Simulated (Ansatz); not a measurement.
The first iterations of a band of a periodic cell of 19 atoms, PdC$_{18}$ (surface graphene monolayer, adsorbate Pd).

The calculation used DFT LDA, scalar-relativistic, plane waves, PAW (Ansatz 0.2.0). Settings: cutoff 420 eV, k mesh 2x2x1, fermi-dirac smearing 0.05 eV, no spin polarisation.

```json
{
  "movable images": "6",
  "climbing image": "from the first iteration",
  "spring": "5.0 eV/Å²",
  "optimiser": "quadratic models (default)",
  "start path": "default",
  "force threshold": "0.05 eV/Å",
  "iteration limit": "37",
  "end points": "relaxed"
}
```

Image 0:

```xyz
19
Lattice="7.3980 0.0000 0.0000 -3.6990 6.4069 0.0000 0.0000 0.0000 11.0000" Properties=species:S:1:pos:R:3
C -0.056 0.000 0.975
C 1.178 0.716 0.980
C -1.301 2.126 1.005
C -0.056 2.839 1.075
C -2.526 4.271 0.959
C -1.301 4.998 1.005
C 2.409 0.001 0.980
C 3.643 0.716 0.975
C 1.189 2.126 1.005
C 2.414 2.852 0.959
C -0.056 4.285 1.075
C 1.189 4.997 1.005
C 4.877 0.001 0.980
C 6.108 0.716 0.980
C 3.643 2.135 0.954
C 4.872 2.852 0.959
C 2.414 4.271 0.959
C 3.643 4.989 0.954
Pd -0.057 3.562 3.036
```

Image 7:

```xyz
19
Lattice="7.3980 0.0000 0.0000 -3.6990 6.4069 0.0000 0.0000 0.0000 11.0000" Properties=species:S:1:pos:R:3
C -0.055 0.001 0.980
C 1.176 0.716 0.980
C -1.289 2.135 0.954
C -0.060 2.852 0.959
C -2.518 4.271 0.959
C -1.289 4.989 0.954
C 2.410 0.000 0.975
C 3.644 0.716 0.980
C 1.165 2.126 1.005
C 2.410 2.839 1.075
C -0.060 4.271 0.959
C 1.165 4.998 1.005
C 4.875 0.001 0.980
C 6.109 0.716 0.975
C 3.655 2.126 1.005
C 4.880 2.852 0.959
C 2.410 4.285 1.075
C 3.655 4.997 1.005
Pd 2.409 3.562 3.036
```

| iteration | highest image above the first end (eV) | largest band force component (eV/Å) |
| --- | --- | --- |
| 1 | 0.246 | 1.140 |
| 2 | 0.129 | 0.472 |

Question: Does the band converge within its limit, and where does its top end?

Answer: The run converged. It ended after 5 iterations with the highest image 0.097 eV above the first end. The order of the stationary point at the top wasn't checked. Limits of this set-up: coarse k mesh, slab without dipole correction.

The run took 3.1 min on 1 thread of Arm Neoverse V2 (shared host), peak memory 0.92 GiB.
